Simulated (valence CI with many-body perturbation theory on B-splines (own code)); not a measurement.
## Ce⁵¹⁺: calculated level list

Computed by relativistic CI+MBPT: five valence electrons over a frozen Dirac-Fock core [He], a basis of 9 s, 9 p, 8 d, 6 f, 3 g, 1 h functions for each j, with the one-electron correlation potential Σ1, the two-electron term Σ2, the three-electron term Σ3, Breit, model QED; selected CI, second order for the rest (own B-spline code, finite nucleus).

No measured spectrum was set against this ion. As an estimate, large intervals hold to a few tenths of a per cent, small ones and those within an open d or f shell to about a per cent. Among the levels kept, up to 1200 cm⁻¹ of a level comes from second order outside the variational space, and about a tenth of that is noise between levels of different J, which matters for small intervals.

Levels 1 to 45 of 76, with energies above the lowest level, (2s^2 2p1/2^2 2p3/2) J=3/2. "Leading %" is the weight of the configuration and term that name the level; weights of strongly mixed levels are sums over their largest components and can fall short. In the jj column 3d3/2^4 stands for four electrons in 3d with j = 3/2.

| No. | Configuration | Term | J | E (eV) | Leading % | g | Leading jj |
| --- | --- | --- | --- | --- | --- | --- | --- |
| 1 | 2s2.2p3 | 2P° | 3/2 | 0.0 | 47 | 1.346 | 2s^2 2p1/2^2 2p3/2 (100 %) |
| 2 | 2s2.2p3 | 4S° | 3/2 | 448.7 | 55 | 1.441 | 2s^2 2p1/2 2p3/2^2 (100 %) |
| 3 | 2s2.2p3 | 2D° | 5/2 | 469.8 | 100 | 1.177 | 2s^2 2p1/2 2p3/2^2 (100 %) |
| 4 | 2s2.2p3 | 2P° | 1/2 | 504.8 | 100 | 0.637 | 2s^2 2p1/2 2p3/2^2 (100 %) |
| 5 | 2s.2p4 | 4P | 5/2 | 689.7 | 73 | 1.472 | 2s 2p1/2^2 2p3/2^2 (99 %) |
| 6 | 2s.2p4 | 2S | 1/2 | 765.6 | 62 | 2.068 | 2s 2p1/2^2 2p3/2^2 (99 %) |
| 7 | 2s.2p4 | 2P | 3/2 | 767.1 | 46 | 1.192 | 2s 2p1/2^2 2p3/2^2 (99 %) |
| 8 | 2s2.2p3 | 2P° | 3/2 | 954.8 | 52 | 1.286 | 2s^2 2p3/2^3 (99 %) |
| 9 | 2s.2p4 | 4P | 3/2 | 1159.7 | 81 | 1.569 | 2s 2p1/2 2p3/2^3 (99 %) |
| 10 | 2s.2p4 | 2D | 5/2 | 1194.4 | 73 | 1.283 | 2s 2p1/2 2p3/2^3 (99 %) |
| 11 | 2s.2p4 | 2P | 1/2 | 1236.2 | 62 | 1.399 | 2s 2p1/2 2p3/2^3 (98 %) |
| 12 | 2s.2p4 | 2D | 3/2 | 1246.9 | 51 | 1.043 | 2s 2p1/2 2p3/2^3 (100 %) |
| 13 | 2p5 | 2P° | 3/2 | 1513.1 | 99 | 1.313 | 2p1/2^2 2p3/2^3 (99 %) |
| 14 | 2s.2p4 | 2S | 1/2 | 1702.0 | 36 | 1.801 | 2s 2p3/2^4 (99 %) |
| 15 | 2p5 | 2P° | 1/2 | 1984.6 | 100 | 0.637 | 2p1/2 2p3/2^4 (100 %) |
| 16 | 2s2.2p2.3s | 4P | 1/2 | 5322.5 | 48 | 2.010 | 2s^2 2p1/2^2 3s (100 %) |
| 17 | 2s2.2p2.3p | 2P° | 1/2 | 5395.4 | 45 | 0.654 | 2s^2 2p1/2^2 3p1/2 (100 %) |
| 18 | 2s2.2p2.3p | 2P° | 3/2 | 5541.6 | 33 | 1.329 | 2s^2 2p1/2^2 3p3/2 (99 %) |
| 19 | 2s2.2p2.3d | 2D | 3/2 | 5610.7 | 41 | 0.785 | 2s^2 2p1/2^2 3d3/2 (100 %) |
| 20 | 2s2.2p2.3d | 2D | 5/2 | 5657.2 | 34 | 1.195 | 2s^2 2p1/2^2 3d5/2 (99 %) |
| 21 | 2s2.2p2.3s | 4P | 3/2 | 5778.9 | 88 | 1.666 | 2s^2 2p1/2 2p3/2 3s (99 %) |
| 22 | 2s2.2p2.3s | 2P | 1/2 | 5786.7 | 67 | 1.299 | 2s^2 2p1/2 2p3/2 3s (100 %) |
| 23 | 2s2.2p2.3s | 2D | 5/2 | 5796.6 | 63 | 1.327 | 2s^2 2p1/2 2p3/2 3s (99 %) |
| 24 | 2s2.2p2.3s | 2D | 3/2 | 5801.5 | 63 | 0.976 | 2s^2 2p1/2 2p3/2 3s (99 %) |
| 25 | 2s2.2p2.3p | 4P° | 1/2 | 5851.2 | 47 | 1.725 | 2s^2 2p1/2 2p3/2 3p1/2 (100 %) |
| 26 | 2s2.2p2.3p | 4D° | 3/2 | 5857.0 | 56 | 1.139 | 2s^2 2p1/2 2p3/2 3p1/2 (100 %) |
| 27 | 2s2.2p2.3p | 2F° | 5/2 | 5869.5 | 47 | 1.068 | 2s^2 2p1/2 2p3/2 3p1/2 (99 %) |
| 28 | 2s2.2p2.3p | 2P° | 3/2 | 5896.9 | 42 | 1.330 | 2s^2 2p1/2 2p3/2 3p1/2 (99 %) |
| 29 | 2s.2p3.3s | 4P° | 5/2 | 5975.2 | 25 | 1.530 | 2s 2p1/2^2 2p3/2 3s (54 %) |
| 30 | 2s2.2p2.3p | 2P° | 1/2 | 5992.5 | 34 | 1.603 | 2s^2 2p1/2 2p3/2 3p3/2 (97 %) |
| 31 | 2s2.2p2.3p | 2D° | 3/2 | 5999.2 | 46 | 1.147 | 2s^2 2p1/2 2p3/2 3p3/2 (90 %) |
| 32 | 2s.2p3.3s | 4S° | 3/2 | 6000.2 | 16 | 1.457 | 2s 2p1/2^2 2p3/2 3s (52 %) |
| 33 | 2s2.2p2.3p | 4D° | 5/2 | 6002.1 | 34 | 1.494 | 2s^2 2p1/2 2p3/2 3p3/2 (58 %) |
| 34 | 2s2.2p2.3p | 2F° | 7/2 | 6006.4 | 63 | 1.232 | 2s^2 2p1/2 2p3/2 3p3/2 (100 %) |
| 35 | 2s2.2p2.3p | 4S° | 3/2 | 6025.5 | 19 | 1.424 | 2s^2 2p1/2 2p3/2 3p3/2 (58 %) |
| 36 | 2s2.2p2.3p | 2D° | 5/2 | 6028.2 | 60 | 1.211 | 2s^2 2p1/2 2p3/2 3p3/2 (95 %) |
| 37 | 2s2.2p2.3p | 2P° | 1/2 | 6036.9 | 72 | 0.658 | 2s^2 2p1/2 2p3/2 3p3/2 (83 %) |
| 38 | 2s.2p3.3p | 6P | 3/2 | 6064.9 | 17 | 1.483 | 2s 2p1/2^2 2p3/2 3p1/2 (67 %) |
| 39 | 2s.2p3.3p | 2D | 5/2 | 6065.4 | 14 | 1.300 | 2s 2p1/2^2 2p3/2 3p1/2 (73 %) |
| 40 | 2s.2p3.3s | 4D° | 1/2 | 6067.5 | 29 | 0.786 | 2s 2p1/2^2 2p3/2 3s (80 %) |
| 41 | 2s.2p3.3s | 2P° | 3/2 | 6068.2 | 32 | 1.376 | 2s 2p1/2^2 2p3/2 3s (94 %) |
| 42 | 2s2.2p2.3d | 4F | 3/2 | 6070.2 | 30 | 1.154 | 2s^2 2p1/2 2p3/2 3d3/2 (69 %) |
| 43 | 2s2.2p2.3d | 4F | 5/2 | 6071.9 | 40 | 1.022 | 2s^2 2p1/2 2p3/2 3d3/2 (82 %) |
| 44 | 2s2.2p2.3d | 4D | 1/2 | 6072.7 | 79 | 0.240 | 2s^2 2p1/2 2p3/2 3d3/2 (100 %) |
| 45 | 2s2.2p2.3d | 2G | 7/2 | 6084.7 | 49 | 1.032 | 2s^2 2p1/2 2p3/2 3d3/2 (96 %) |

Where two levels of one J and parity lie close, their mixing, g and order are uncertain.

The ionisation energy to 2s2.2p2 3P_0 of the next ion comes out as 9802.6 eV (NIST: 9803 ± 4 eV (theoretical)). All 76 levels together are meant to be complete up to 6342.0 eV.
